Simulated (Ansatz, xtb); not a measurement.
**C5H5GeNO: 4 structures ranked**

4 gas-phase structures of C5H5GeNO, from a drawn sample of its isomers (lower ones may exist). Each was relaxed with GFN2-xTB:

A. `N#CCC1=[CH][GeH2][C]1=O`, a singlet
B. `N#C[C@@H]1C=C[C](=O)[GeH2]1`, a singlet
C. `C#[C][GeH2][c]1ncco1`, a singlet
D. `N#Cc1cc[c]([GeH3])o1`, a singlet

Problem. Make a reasoned guess at their ranking by r2SCAN-D4/def2-SVP single-point energy.

Solution. Calculated order at r2SCAN-D4/def2-SVP: D (0.0), B (8.0), A (70.5), C (114.8) kJ/mol. CCSD(T)/def2-SVP + ΔMP2/def2-TZVPP after further relaxation puts B lowest instead.

Energies above the lowest of each column, in kJ/mol; the last columns are at B3LYP/def2-SVP geometries and were run for some of them only (a dash: not run or not comparable):

| structure | GFN2-xTB | HF/STO-3G | r2SCAN-D4/def2-SVP | B3LYP/def2-SVP | CCSD(T)/def2-SVP + ΔMP2/def2-TZVPP |
| --- | --- | --- | --- | --- | --- |
| D | 0.0 | 0.0 | 0.0 | 0.0 | 10.2 |
| B | 103.8 | 67.6 | 8.0 | 12.1 | 0.0 |
| A | 164.6 | 172.9 | 70.5 | 62.8 | 53.1 |
| C | 77.0 | 123.0 | 114.8 | – | – |

CCSD(T)/def2-SVP + ΔMP2/def2-TZVPP puts B lowest of those it was run on; GFN2-xTB picks D, HF/STO-3G picks D, r2SCAN-D4/def2-SVP picks D, B3LYP/def2-SVP picks D. CCSD(T)/def2-SVP + ΔMP2/def2-TZVPP orders those it was run on as B (0.0), D (10.2), A (53.1) kJ/mol. Flexible structures stand in one conformer each, not always the lowest. Frequencies (GFN2-xTB) were run for A, B, D alone. ΔMP2 is the change of the MP2 energy from the smaller to the larger basis.

Over these structures GFN2-xTB departs from r2SCAN-D4/def2-SVP by 56.9 kJ/mol on average once a common shift is removed. A GFN2-xTB relaxation took about 0.13 s and the r2SCAN-D4/def2-SVP energy about 2.4 s on a shared host (Ansatz 0.2.0, xtb 6.7.1).
